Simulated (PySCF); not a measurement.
**InH⁺: frontier orbitals**

PBE0 at R = 1.866 Å; basis In cc-pVTZ-PP with ECP28, H cc-pVTZ; scalar-relativistic core potentials; PySCF 2.14. State: ²Σ⁺ (doublet), unpaired electrons σ ↑. Only the outer orbitals are listed, counted within each symmetry, core potentials removing the inner ones.

```tsv
spin	orbital	occ.	ε (eV)	on In (%)	main shells (%)
α	1δ	1	-28.66	100	100 In d
α	1δ	1	-28.66	100	100 In d
α	3σ	1	-28.66	99	99 In d
α	2π	1	-28.54	100	100 In d
α	2π	1	-28.54	100	100 In d
α	4σ	1	-17.99	61	56 In s, 39 H s
α	5σ	1	-13.81	68	39 In s, 32 H s, 28 In p
α	3π	0	-7.89	99	99 In p
α	3π	0	-7.89	99	99 In p
α	6σ	0	-4.97	86	66 In p, 13 H s, 13 In d
β	1δ	1	-28.60	100	100 In d
β	1δ	1	-28.60	100	100 In d
β	3σ	1	-28.46	99	99 In d
β	2π	1	-28.45	100	100 In d
β	2π	1	-28.45	100	100 In d
β	4σ	1	-16.63	83	77 In s, 17 H s
β	5σ	0	-10.11	65	42 In p, 35 H s, 21 In s
β	3π	0	-7.56	99	99 In p
β	3π	0	-7.56	99	99 In p
```

Which are the highest filled and the lowest empty level, where do they sit, and how wide is the gap?

Highest filled α 5σ at -13.81 eV (in %: 39 In s, 32 H s, 28 In p); lowest empty β 5σ at -10.11 eV (in %: 42 In p, 35 H s, 21 In s); the gap at PBE0 is 3.70 eV.

- bond order (Mayer): 0.69
- ⟨S²⟩: 0.765
- charge on In (Mulliken, basis-dependent): 0.90
- charge on In (Löwdin, basis-dependent): 0.98
- dipole moment (positive dipole points towards H; it is taken about the centre of mass and depends on that origin): 0.31 D
- polarisability along the bond: 37.6 bohr³
- polarisability across the bond: 25.4 bohr³

Spin–orbit coupling is left out. The state is the lowest determinant that a PBE0 search found; another state may lie lower at other levels.
